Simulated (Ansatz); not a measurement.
Isolated molecules relaxed with PBE0-D4/def2-TZVP in Ansatz; ΔE leaves out vibrations. CBS: MP2 limit from def2 TZ/QZ plus the TZ coupled-cluster correction, frozen cores. This one scheme is used for every species. Functionals use def2-TZVPP. B3LYP here is the variant with VWN-RPA as its local correlation; programs differ in this. def2 core potentials past Kr. For Hf, Se outer-core shells are correlated without core-valence functions, which leaves a few kJ/mol of doubt a bond. Scalar relativity is left out up to krypton. Each species was taken in one conformer, which may not be the lowest.

Reaction (ligand exchange at the Hf–O bond): `[OH][Hf]([F])([Cl])[SeH]` + `CNC` → `C[N](C)[Hf]([F])([Cl])[SeH]` + H₂O

`[OH][Hf]([F])([Cl])[SeH]`:

Z-matrix (Å, degrees):
```
Hf
F 1 1.897
Cl 1 2.349 2 108.0
O 1 1.888 2 111.8 3 -123.0
Se 1 2.577 2 109.2 3 120.9
H 4 0.953 1 170.4 2 43.3
H 5 1.474 1 88.8 2 -51.6
```

`CNC`:

Cartesian coordinates in Å:
```
C 1.172 -0.057 0.288
N 0.044 -0.511 -0.491
C -1.205 0.073 -0.060
H 2.096 -0.481 -0.111
H 1.067 -0.408 1.319
H 1.281 1.040 0.324
H 0.198 -0.307 -1.470
H -1.437 -0.271 0.953
H -2.016 -0.255 -0.713
H -1.201 1.177 -0.040
```

`C[N](C)[Hf]([F])([Cl])[SeH]`:

```xyz
14

C    -1.514   -0.581   -0.077
N    -0.310    0.179   -0.348
C    -0.555    1.414   -1.056
Hf    1.437   -0.564    0.246
F     2.821    0.447   -0.576
Cl    1.563   -2.873   -0.232
Se    1.325   -0.118    2.787
H    -1.283   -1.504    0.465
H    -2.024   -0.863   -1.007
H    -2.213   -0.002    0.539
H    -1.037    1.226   -2.024
H    -1.212    2.075   -0.476
H     0.380    1.947   -1.242
H     2.622   -0.784    3.000
```

H₂O:

Cartesian coordinates in Å:
```
O 0.370 0.119 -0.008
H -0.135 -0.167 0.756
H -0.235 0.048 -0.748
```

```json
{"level": "B3LYP-D4", "ΔE (kcal/mol)": "12.7"}
{"level": "ωB97X-V", "ΔE (kcal/mol)": "14.2"}
{"level": "PBE", "ΔE (kcal/mol)": "13.4"}
{"level": "r2SCAN", "ΔE (kcal/mol)": "13.5"}
{"level": "MP2/def2-TZVPP", "ΔE (kcal/mol)": "9.0"}
{"level": "CCSD/def2-TZVPP", "ΔE (kcal/mol)": "11.9"}
{"level": "MP2/CBS(def2)", "ΔE (kcal/mol)": "9.5"}
{"level": "CCSD/CBS(def2)", "ΔE (kcal/mol)": "12.4"}
```

What does CCSD(T)/CBS give? (Estimate.)

Ansatz gave: +10.9 kcal/mol. The listed levels differ from it by 1.8, 3.3, 2.5, 2.6, -1.9, 1.0, -1.4, 1.5 kcal/mol.

Largest T1 diagnostic among the species: 0.014.

The D4 term adds −3.2 kcal/mol with B3LYP and −1.9 kcal/mol with PBE0; it sums over pairs of atoms, weighted by their polarisabilities, and B3LYP, whose exchange is more repulsive, gets the larger term. In def2-TZVPP, CCSD(T) changes the Hartree–Fock value by −8.8 kcal/mol (the triples alone add −1.4 kcal/mol) and MP2 by −10.3 kcal/mol.
